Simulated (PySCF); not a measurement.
Compound: C6H13OP.
Cartesian coordinates in Å at the PBE0-D3(BJ)/def2-SVP level; atoms count from 1:
```xyz
21
C6H13OP angstrom
C      2.639    0.090    0.699
P      1.016    0.867    0.466
O      1.049    2.276   -0.037
C      0.067   -0.307   -0.583
C     -0.529   -1.461    0.242
C     -1.974   -1.023    0.587
C     -2.167    0.360   -0.056
C     -1.145    0.407   -1.188
H      2.545   -0.946    1.058
H      3.169    0.099   -0.265
H      3.221    0.678    1.422
H      0.419    0.694    1.757
H      0.774   -0.654   -1.355
H      0.065   -1.688    1.143
H     -0.532   -2.384   -0.357
H     -2.693   -1.744    0.169
H     -2.153   -1.000    1.672
H     -1.938    1.160    0.668
H     -3.198    0.533   -0.397
H     -1.504   -0.161   -2.063
H     -0.899    1.428   -1.516
```

Computed with PySCF at PBE0/pcSseg-1, non-relativistic, on one gas-phase PBE0-D3(BJ)/def2-SVP geometry that isn't relaxed in the solvent. The solvent is an IEF-PCM continuum (Bondi radii, 1.10 Å for H, scaled by 1.2). The model holds no explicit solvent molecules, cavitation or dispersion.

```csv
run,E − E(gas) (kcal/mol),HOMO (eV),HOMO–LUMO gap (eV),dipole (D)
gas,0.00,-7.44,8.37,4.11
P,-9.19,-7.63,8.90,5.56
Q,-7.97,-7.60,8.84,5.34
```

Q: The runs were made in dichloromethane and methanol. Which run belongs to which solvent?

A: P = methanol, Q = dichloromethane. The dielectric constants are 8.93 (dichloromethane), 32.61 (methanol), and the energy falls further as ε rises. In this model the ground state sees the solvent through ε alone.

Q: How constant is the ratio of the lowering to (ε − 1)/(2ε + 1)?

A: 
```csv
solvent,(ε − 1)/(2ε + 1),E − E(gas) (kcal/mol),ratio (kcal/mol),polarisation term (kcal/mol)
dichloromethane,0.420,-7.97,-19.0,-9.45
methanol,0.477,-9.19,-19.2,-11.20
```

The ratio changes by +1.5 % in size from dichloromethane to methanol. The polarisation term is half the interaction of the solute with the induced surface charges.
